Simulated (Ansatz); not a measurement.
Geometry optimisation, Ansatz 0.2.0, RKS PBE0-D4/def2-SVP.

Input:

```yaml
crystal:
  periodic: [false, false, false]
  atoms:
    - { symbol: O, position_ang: [0.9637, -1.7708, 1.1477] }
    - { symbol: C, position_ang: [0.5843, -0.6834, 0.5989] }
    - { symbol: B, position_ang: [0.5195, 0.9795, 0.5167] }
    - { symbol: C, position_ang: [-0.005, 0.0729, -0.4782] }
    - { symbol: O, position_ang: [-1.4694, 0.0144, -0.3847] }
    - { symbol: H, position_ang: [0.8155, 2.0653, 0.9501] }
    - { symbol: H, position_ang: [0.4021, 0.0008, -1.4827] }
    - { symbol: H, position_ang: [-1.76973, 0.85404, -0.73121] }
basis:
  gaussian: { orbitals: def2-SVP }
hamiltonian:
  xc: pbe0
  dispersion: d4
relax:
  f_tol: 0.015
  max_steps: 40
```

Launched with:

```bash
$ ansatz run input.yaml --threads 1 --pin off --max-ram 2048MiB --backend cpu --events-out ev --progress --plain --runs-dir out
```

Task: Where does it end, and by what steps?

Result: It converged. After 17 steps the energy has fallen by 3.407 eV; O5 moved furthest, 1.27 Å. Parted: C2–C4.

| step | energy less start (eV) | largest force component (eV/Å) | accepted |
| --- | --- | --- | --- |
| 0 | 0.0000 | 4.234 | yes |
| 1 | -0.7523 | 2.138 | yes |
| 2 | -0.9759 | 0.715 | yes |
| 3 | -1.0833 | 0.589 | yes |
| 4 | -1.1183 | 1.698 | yes |
| 5 | -1.1830 | 0.552 | yes |
| 6 | -1.2712 | 1.241 | yes |
| 7 | -1.3933 | 2.817 | yes |
| 8 | -1.6514 | 4.701 | yes |
| 9 | -2.1245 | 4.033 | yes |
| 10 | -2.5533 | 3.674 | yes |
| 11 | -3.0678 | 2.281 | yes |
| 12 | -3.2912 | 1.669 | yes |
| 13 | -3.3759 | 0.657 | yes |
| 14 | -3.4039 | 0.187 | yes |
| 15 | -3.4070 | 0.079 | yes |
| 16 | -3.4072 | 0.056 | yes |
| 17 | -3.4075 | 0.011 | yes |

```xyz
8
Properties=species:S:1:pos:R:3
O 2.001 -1.565 1.011
C 1.317 -0.655 0.873
B 0.432 0.517 0.690
C -0.486 0.306 -0.436
O -1.393 1.206 -0.822
H 0.542 1.461 1.430
H -0.476 -0.618 -1.033
H -1.895 0.880 -1.576
```

Run time: 60 s on 1 thread of Arm Neoverse V1, with other jobs on the host, peak memory 0.16 GiB.
